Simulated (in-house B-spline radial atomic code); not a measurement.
Checks on a self-consistent run for Os⁶⁺, [Xe] 4f14 (5d3/2)2. Method: Dirac-Hartree-Fock, average of the jj configuration, Fermi nucleus of rms radius 5.4126 fm. Calculated with a B-spline radial code for spherical atoms.

| orbital | q | ε (Eh) | <1/r> | <r²> | small-component weight |
| --- | --- | --- | --- | --- | --- |
| 1s1/2 | 2 | -2735.34523 | 90.4053 | 0.000433469 | 0.082585 |
| 2s1/2 | 2 | -483.98474 | 22.1027 | 0.00657822 | 0.018822 |
| 2p1/2 | 2 | -462.50339 | 22.0208 | 0.00469648 | 0.018851 |
| 2p3/2 | 4 | -406.11640 | 18.3041 | 0.00588719 | 0.016926 |
| 3s1/2 | 2 | -117.25243 | 8.1293 | 0.0427231 | 0.0062547 |
| 3p1/2 | 2 | -107.69416 | 8.02949 | 0.0392197 | 0.0061823 |
| 3p3/2 | 4 | -95.21517 | 7.07068 | 0.0456625 | 0.0056377 |
| 3d3/2 | 4 | -79.42881 | 6.94645 | 0.0353718 | 0.0054932 |
| 3d5/2 | 6 | -76.74398 | 6.72197 | 0.0371473 | 0.0053404 |
| 4s1/2 | 2 | -28.32299 | 3.40155 | 0.21055 | 0.0020509 |
| 4p1/2 | 2 | -24.27937 | 3.28972 | 0.216738 | 0.0019593 |
| 4p3/2 | 4 | -21.30811 | 2.97262 | 0.249175 | 0.0017676 |
| 4d3/2 | 4 | -14.66773 | 2.7576 | 0.269199 | 0.0015661 |
| 4d5/2 | 6 | -14.09118 | 2.67763 | 0.281704 | 0.0015084 |
| 4f5/2 | 6 | -5.61894 | 2.27279 | 0.360282 | 0.0011327 |
| 4f7/2 | 8 | -5.50012 | 2.24613 | 0.366935 | 0.0011131 |
| 5s1/2 | 2 | -6.82558 | 1.34372 | 1.12049 | 0.00047722 |
| 5p1/2 | 2 | -5.48141 | 1.23332 | 1.30463 | 0.00041284 |
| 5p3/2 | 4 | -4.88370 | 1.13469 | 1.4894 | 0.00036745 |
| 5d3/2 | 2 | -3.13687 | 0.907785 | 2.25981 | 0.00024605 |

Electron-electron repulsion V_ee = 6204.4540 hartree.

(1) What total energy follows from the eigenvalues?

(2) Does the Dirac virial theorem hold?

(3) What diamagnetic shielding (Lamb formula) and susceptibility (Langevin formula) do the radii give?

## Answers

(1) The eigenvalues count the repulsion twice, so E = Σqε - V_ee = -11058.858 - 6204.454 = -17263.312 hartree; the run printed -17263.312.

(2) For a point nucleus E = -2c²Σq·w, with w the small-component weight. Here Σq·w = 0.45951 and c = 137.0360, so the ratio E/(-2c²Σq·w) is 1.000301; the finite nucleus accounts for the departure from 1.

(3) σ = (α²/3)Σq<1/r> = 566.475/(3·137.036²) = 10055 ppm, and χ = -0.79199×10⁻⁶·Σq<r²> = -20.43×10⁻⁶ cm³/mol with Σq<r²> = 25.801 bohr². Both are non-relativistic formulas without the paramagnetism of open shells; for so heavy an element the full relativistic shielding is larger by tens of per cent.
